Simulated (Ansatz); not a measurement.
Ge(vinyl)3(pyrrolidide) (C₁₀H₁₇GeN). Total charge 0; triplet. Geometry PBE-D4/def2-SVP, that of the neutral singlet; atoms count from 1.

Cartesian coordinates in Å:
```
Ge 0.4678 0.8762 0.1044
C 0.7711 1.6291 1.8817
C -0.2231 1.7740 2.7779
H 1.7886 1.9775 2.1375
H -1.2517 1.4479 2.5433
H -0.0585 2.2264 3.7721
C 1.9527 -0.3096 -0.3781
C 2.8139 -0.8159 0.5267
H 2.0384 -0.6368 -1.4315
H 2.7738 -0.5292 1.5933
H 3.6016 -1.5395 0.2511
C 0.2297 2.2512 -1.2604
C 1.1184 2.4864 -2.2444
H -0.6750 2.8828 -1.1902
H 2.0435 1.8924 -2.3513
H 0.9709 3.2896 -2.9883
N -1.1676 -0.0286 0.2257
C -1.8661 -0.3963 -1.0066
C -1.4283 -1.8499 -1.3289
C -1.0216 -2.4353 0.0522
C -1.2071 -1.2485 1.0383
H -1.6527 0.3218 -1.8244
H -2.9686 -0.3684 -0.8247
H -0.5622 -1.8424 -2.0231
H -2.2342 -2.4305 -1.8224
H -1.6393 -3.3089 0.3424
H 0.0361 -2.7676 0.0449
H -2.2045 -1.3232 1.5366
H -0.4463 -1.2247 1.8461
```

At PBE0-D4/def2-SVP a singlet of charge 0 lies 4.00 eV below the triplet at the same geometry.

Question: Estimate the Mulliken populations from the PBE0/def2-SVP orbitals of Ansatz.

Answer: 
```
atom  charge (e)  spin (α − β)
 Ge1        0.73         -0.04
  C2       -0.27          0.00
  C3       -0.08          0.00
  H4        0.06          0.00
  H5        0.07          0.00
  H6        0.06          0.00
  C7       -0.30          0.96
  C8       -0.10          1.07
  H9        0.06         -0.05
 H10        0.06         -0.06
 H11        0.05         -0.06
 C12       -0.26          0.00
 C13       -0.08          0.01
 H14        0.06          0.00
 H15        0.06          0.01
 H16        0.06          0.00
 N17       -0.54          0.15
 C18        0.08         -0.01
 C19       -0.09          0.01
 C20       -0.07          0.01
 C21        0.08         -0.01
 H22        0.05          0.00
 H23        0.04          0.01
 H24        0.04          0.00
 H25        0.04          0.00
 H26        0.04          0.00
 H27        0.05          0.00
 H28        0.04          0.01
 H29        0.05          0.00
```
Mulliken values depend strongly on the basis.

Question: Where does the spin sit?

Answer: Summed by element: Ge -0.04, C 2.02, H -0.14, N 0.15, of 2 unpaired in all. Largest on single atoms: C8 1.07, C7 0.96, N17 0.15.

Question: And the Mayer bond orders between heavy atoms (over 0.3)?

Answer: Ge1–C2 0.93 (1.95 Å); Ge1–C7 1.01 (1.96 Å); Ge1–C12 0.94 (1.95 Å); Ge1–N17 0.89 (1.87 Å); C2–C3 1.98 (1.35 Å); C7–C8 0.97 (1.35 Å); C12–C13 1.97 (1.35 Å); N17–C18 0.99 (1.46 Å); N17–C21 0.98 (1.47 Å); C18–C19 1.08 (1.55 Å); C19–C20 1.09 (1.55 Å); C20–C21 1.08 (1.55 Å).
